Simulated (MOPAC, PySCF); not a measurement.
Ligand exchange on a metal centre used in film growth or etching (Nb F-NH2). Gas-phase values, no solvent. One relaxed conformer stands for each flexible species; it need not be the lowest.

Quantity: redistribution energy (mixed species minus the weighted end members), in kcal/mol. Semi-empirical values (MOPAC) are differences of heats of formation.

Level 1: BP86/6-31G* (LANL2DZ on Nb) // r2SCAN-D4/def2-SVP (PySCF)
Level 2: M06-2X/6-31G* (LANL2DZ on Nb) // r2SCAN-D4/def2-SVP (PySCF)
Level 3: PM6 // r2SCAN-D4/def2-SVP (MOPAC)
Level 4: PM7 // r2SCAN-D4/def2-SVP (MOPAC)

| species | level 2 | level 3 | level 4 |
|---|---|---|---|
| 1 of 5 F replaced by NH2: [Nb(F)4(NH2)] | -10.6 | -3.63 | -7.03 |
| 3 of 5 F replaced by NH2: [Nb(F)2(NH2)3] | -12.0 | -1.15 | -1.60 |
| 4 of 5 F replaced by NH2: [Nb(F)(NH2)4] | -10.4 | -8.92 | -9.62 |
| 2 of 5 F replaced by NH2: [Nb(F)3(NH2)2] | -14.0 | -4.45 | -7.91 |

Question: What does level 1 give for each?

Answer: 
- 1 of 5 F replaced by NH2: [Nb(F)4(NH2)]: -7.86
- 3 of 5 F replaced by NH2: [Nb(F)2(NH2)3]: -5.51
- 4 of 5 F replaced by NH2: [Nb(F)(NH2)4]: -8.25
- 2 of 5 F replaced by NH2: [Nb(F)3(NH2)2]: -9.31
